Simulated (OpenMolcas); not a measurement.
# Hg: effect of the IPEA shift

| Item | Value |
| --- | --- |
| Program | OpenMolcas 26.06 |
| Basis | ANO-RCC-VQZP [9s8p6d4f2g1h] |
| Scalar Hamiltonian | DKH2, point nucleus |
| Active space | 2 electrons in 8 orbitals (6s 6p 7s 7p) |
| State averaging | 2S+1 = 3 even, 3 roots (0 in the spin-orbit step); 2S+1 = 1 even, 1 root; 2S+1 = 3 odd, 3 roots; 2S+1 = 1 odd, 3 roots |
| Spin-orbit coupling | RASSI with atomic mean-field integrals over the reference wave functions, term energies averaged over their components |

Methods on the same reference wave functions:
A. CASSCF
B. SS-CASPT2, IPEA 0.25 Eh, imaginary shift 0.1 Eh (closed shells correlated: 5d)
C. SS-CASPT2, IPEA 0.5 Eh, imaginary shift 0.1 Eh (closed shells correlated: 5d)

Energies in cm⁻¹ above 6s² ¹S₀, the measured ground level; measured values from NIST Handbook of Basic Atomic Spectroscopic Data.

```csv
Level,A,B,C,Measured
6s² ¹S₀,0.0,0.0,0.0,0.0
6s 6p ³P°₀,32466,37870,37970,37645
6s 6p ³P°₁,34132,39517,39618,39412
6s 6p ³P°₂,37712,43116,43216,44043
6s 6p ¹P°₁,51690,53858,54037,54069
```

Deviations, from unrounded energies. A percentage is the sum of absolute deviations over the sum of measured energies, with the sign that they share, or ± where signs differ.

| Against measurement | Levels | A | B | C |
| --- | --- | --- | --- | --- |
| mean absolute deviation (cm-1) | 4 | 4800 | 370 | 350 |
| other configurations (%) | 4 | -10.9 | ±0.8 | ±0.8 |

B, C lie about equally close to measurement and A furthest from it. The largest miss of C in the table is 6s 6p ³P°₂, by -830 cm-1. The ranking rests on the paired levels alone, and a cruder setting can come out closer through cancelling errors.

Between B and C the level of the table that moves most is 6s 6p ¹P°₁, by 180 cm-1 (lowest in B, highest in C).

The lowest spin-free term lies below A's lowest term by 0.429 hartree in B, 0.426 hartree in C.

Some high roots are left out of the spin-orbit mixing, which shifts the levels that they would mix with. Active for correlation alone: 7p 7s; no level in the range computed is led by a configuration that fills them, so any true level of that kind is missing. Spin-orbit splittings of 6p shells tend to come out small when the coupling is added on scalar orbitals. Computed and measured levels are paired by configuration, term and J; levels that our copy of the source lacks, or whose pairing is in doubt (as where it misses far off the trend of its configuration), stay unpaired and out of the deviations. Levels of configurations outside the active space are missing.

° marks odd parity.
